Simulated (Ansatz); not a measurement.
Job for Ansatz (a first-principles code): R-CCSD(T)/def2-SVP on CH5NOSn (SMILES C[O][Sn][NH2]), a point of a torsion scan. Elements past Kr take the def2 small-core potentials; no spin–orbit coupling. The run froze 12 orbitals, filled d shells among them.

Ansatz 0.2 input:
```yaml
crystal:
  periodic: [false, false, false]
  atoms:
    - {symbol: C, position_ang: [-2.12545567, -0.34172168, 0.12450488]}
    - {symbol: O, position_ang: [-0.75165142, -0.21381612, 0.33839397]}
    - {symbol: Sn, position_ang: [1.01021602, 0.29473179, 1.14117171]}
    - {symbol: N, position_ang: [0.90872876, 2.36418626, 1.10058648]}
    - {symbol: H, position_ang: [-2.66345293, 0.55181318, 0.45230531]}
    - {symbol: H, position_ang: [-2.51655601, -1.20631974, 0.66815964]}
    - {symbol: H, position_ang: [-2.31463286, -0.48576579, -0.94303137]}
    - {symbol: H, position_ang: [0.09165233, 2.87572266, 0.79036787]}
    - {symbol: H, position_ang: [1.59215317, 3.04513216, 1.40461211]}
basis:
  gaussian:
    orbitals: def2-SVP
magnetization: {spin_polarized: false}
correlation: {method: ccsd_t, electrons: outside_noble_gas}
scf: {lower_state_search: off}
```

The head of its log:

```
WARN ansatz: RAYON_NUM_THREADS=1 ignored (pool sized by the plan → 1); use --threads N
Functional definition: HF
these checks for a lower state are left out or cut short: stability, starts, cluster_reference, orbital_swaps, neighbouring_geometries, increment
integrals: 0.11 GiB planned
1018 factors; integrals over basis functions are off by at most 1.5e-3 eV
mean field: 0.26 GiB planned
mean field evaluation 1: about -10425.5497 eV, gradient 4.6e1 eV
mean field evaluation 2: about -10425.6712 eV, gradient 4.6e1 eV
mean field evaluation 4: about -10430.3647 eV, gradient 3.2e0 eV
mean field evaluation 8: about -10430.4248 eV, gradient 3.7e-1 eV
mean field -10430.42555413 eV, -383.3110691180 hartree, gradient 1.3e-6 eV, S^2 0.000000; 0 other end points of the search recorded, 0 dependent functions left out
12 core orbitals not correlated
reference -10430.42555413 eV, -383.3110691180 hartree; 12, 12 occupied and 69, 69 virtual orbitals, 1018 factors
```

Q: Predict the final total energy.

A: -383.9367 hartree (reference determinant -383.3111, T1 diagnostic 0.020).
